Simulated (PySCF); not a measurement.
**input.py for RbBr**

Input:

```python
from pyscf import gto, scf, mp

mol = gto.M(
    atom='Rb 0 0 0; Br 0 0 2.953',
    basis='3-21g',
    charge=0,
    spin=0,
    verbose=4,
)
mf = scf.RHF(mol)
mf.kernel()
mp.MP2(mf).kernel()
mf.dip_moment()
print('orbital energies (hartree):', mf.mo_energy[..., max(0, mol.nelec[1]-3):mol.nelec[0]+3].round(4))
```

```bash
$ python input.py
```

Output (some set-up lines and the per-cycle HOMO/LUMO lines with their warnings removed):

```
PySCF version 2.14.0

[INPUT] verbose = 4
[INPUT] num. atoms = 2
[INPUT] num. electrons = 72
[INPUT] charge = 0
[INPUT] spin (= nelec alpha-beta = 2S) = 0
[INPUT] symmetry False subgroup None
[INPUT] Mole.unit = angstrom
[INPUT] Symbol           X                Y                Z      unit          X                Y                Z       unit  Magmom
[INPUT]  1 Rb     0.000000000000   0.000000000000   0.000000000000 AA    0.000000000000   0.000000000000   0.000000000000 Bohr   0.0
[INPUT]  2 Br     0.000000000000   0.000000000000   2.953000000000 AA    0.000000000000   0.000000000000   5.580361245841 Bohr   0.0

nuclear repulsion = 232.063829373993
number of shells = 22
number of NR pGTOs = 120
number of NR cGTOs = 48
basis = 3-21g
ecp = {}

******** <class 'pyscf.scf.hf.RHF'> ********
method = RHF
initial guess = minao
damping factor = 0
level_shift factor = 0
DIIS = <class 'pyscf.scf.diis.CDIIS'>
diis_start_cycle = 1
diis_space = 8
diis_damp = 0
SCF conv_tol = 1e-09
SCF conv_tol_grad = None
SCF max_cycles = 50
direct_scf = True
direct_scf_tol = 1e-13
Set gradient conv threshold to 3.16228e-05
Initial guess from minao.
init E= -5478.49696949279
cycle= 1 E= -5484.79036183571  delta_E= -6.29  |g|= 0.325  |ddm|= 1.04
cycle= 2 E= -5484.82461275623  delta_E= -0.0343  |g|= 0.0807  |ddm|= 0.759
cycle= 3 E= -5484.82636204949  delta_E= -0.00175  |g|= 0.00439  |ddm|= 0.126
cycle= 4 E= -5484.82638158536  delta_E= -1.95e-05  |g|= 0.000959  |ddm|= 0.0215
cycle= 5 E= -5484.82638257596  delta_E= -9.91e-07  |g|= 0.000134  |ddm|= 0.00452
cycle= 6 E= -5484.82638260902  delta_E= -3.31e-08  |g|= 2.79e-05  |ddm|= 0.000676
cycle= 7 E= -5484.82638261072  delta_E= -1.7e-09  |g|= 6.45e-06  |ddm|= 0.000174
cycle= 8 E= -5484.82638261081  delta_E= -8.55e-11  |g|= 1.22e-06  |ddm|= 3.57e-05
Extra cycle  E= -5484.82638261081  delta_E= -9.09e-12  |g|= 5.43e-07  |ddm|= 5.99e-06
converged SCF energy = -5484.82638261081

******** <class 'pyscf.mp.mp2.RMP2'> ********
nocc = 36, nmo = 48
E(RMP2) = -5484.86161846127  E_corr = -0.0352358504594386
E(SCS-RMP2) = -5484.86143899939  E_corr = -0.0350563885726408
E_corr(same-spin) = -0.00833842151386799
E_corr(oppo-spin) = -0.0268974289455706
Dipole moment(X, Y, Z, Debye): -0.00000, -0.00000, -12.71516
orbital energies (hartree): [-0.2801 -0.275  -0.275  -0.0162  0.024   0.024 ]
```

In short: E(SCF) = -5484.826383 Eh, 8 cycles, E(MP2) − E(SCF) = -0.03524 Eh, μz(SCF) = -12.72 D.

Wall time 0.7 s on one thread of a shared host.

No relativity is included for the heavy element. The basis is very small, so the numbers show the basis as much as the system. Stability towards an unrestricted solution was not tested. The bond length is a typed value, not an optimised one.
